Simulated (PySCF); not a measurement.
# Levels of Ce²⁹⁺ from EOM-EA-GCCSD

Reference: closed-shell Ce³⁰⁺, [Ar] 3d10; one electron is added. Calculated with PySCF 2.14, two-component X2C-1e with screened spin-orbit coupling, an uncontracted even-tempered set (19 s from 1.7 bohr⁻², ratio 2.6; 15 p from 2.1 bohr⁻², ratio 2.6; 10 d from 2.1 bohr⁻², ratio 2.6; 6 f from 2.2 bohr⁻², ratio 2.8); frozen [Ar]; the 100 highest virtual spinors dropped; of the others 70 kept and the rest restored at second order. No Breit or QED terms. Binding energies in eV.

| level | Koopmans |
| --- | --- |
| 4s1/2 | 1102.0 |
| 4p1/2 | 1040.4 |
| 4p3/2 | 1012.4 |

Question: How does correlation move these levels?

Answer: 4s1/2: second order 1103.3, EOM-CCSD 1103.2; 4p1/2: second order 1041.7, EOM-CCSD 1041.7; 4p3/2: second order 1013.6, EOM-CCSD 1013.5.

For comparison, the ionisation energy of Ce²⁹⁺ is 1103.5 ± 0.5 eV (semi-empirical (NIST evaluation); NIST Atomic Spectra Database, ionization energies).
